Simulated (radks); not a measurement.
Numerical settings for the europium ion Eu3+, [Xe] 4f6. Calculated with a radial shooting solver on a logarithmic mesh with Libxc functionals: scalar-relativistic Kohn-Sham, BLYP, spin-polarised, spherical densities, finite nucleus; open shells are filled with parallel spins first (spin-orbit coupling, left out, can overturn this in heavy ions); Fermi nuclear charge, rms radius 5.1115 fm. The defaults (mesh step 0.008 in ln r, mesh end at 40 bohr or more with all orbitals vanishing there, Anderson mixing 0.5 over 9 steps, residual threshold near 1e-9 with the energy settled to 1e-9 hartree or 1e-11 of itself, here a cap of 62 iterations) give E = -10842.8240 hartree and 4f at -34.533 eV in 16 iterations. Run on one thread of a shared host, so times are rough (Intel(R) Xeon(R) Platinum 8559C): 0.25 s of CPU time, 0.25 s wall, 16 iterations on 2213 mesh points. Changes against that run (0 stands for a change within the tolerance of the run):

mesh step in ln r 0.08: iterations 2; converged no; E (mhartree) diverged; CPU (s) 0.02
mesh step in ln r 0.12: iterations 4; converged no; E (mhartree) diverged; CPU (s) 0.01
mesh step in ln r 0.005: iterations 18; converged yes; E (mhartree) 0; e(4f) (meV) 0; CPU (s) 0.41
mesh end (bohr) 3: iterations 15; converged yes; E (mhartree) +457; e(4f) (meV) +4.9e+03; CPU (s) 0.22
mesh end (bohr) 1: iterations 15; converged level above zero; E (mhartree) +2.26e+05; e(4f) (meV) +3.21e+05; CPU (s) 0.32
residual threshold 0.01: iterations 9; converged yes; E (mhartree) 0; e(4f) (meV) +9.68; CPU (s) 0.16
residual threshold 1e-13: iterations 62; converged no; E (mhartree) 0; e(4f) (meV) 0; CPU (s) 0.45
mixing 1: iterations 15; converged yes; E (mhartree) 0; e(4f) (meV) 0; CPU (s) 0.21
linear mixing, mixing 0.5: iterations 30; converged yes; E (mhartree) 0; e(4f) (meV) 0; CPU (s) 0.37
linear mixing, mixing 0.8: iterations 62; converged no; E (mhartree) +1.51e+04; e(4f) (meV) +2.19e+04; CPU (s) 1.3
mixing history 20: iterations 22; converged yes; E (mhartree) 0; e(4f) (meV) 0; CPU (s) 0.3
iteration cap 2: iterations 2; converged no; E (mhartree) +2.01e+03; e(4f) (meV) -3.96e+04; CPU (s) 0.04

Settled on a wrong energy, with an occupied level pushed above zero by the early mesh end: mesh end (bohr) 1 (+226 hartree). Apart from these: settings that end as converged yet miss the energy by more than 1 mhartree: mesh end (bohr) 3 (+0.457 hartree). A mesh that ends early acts as a hard wall.
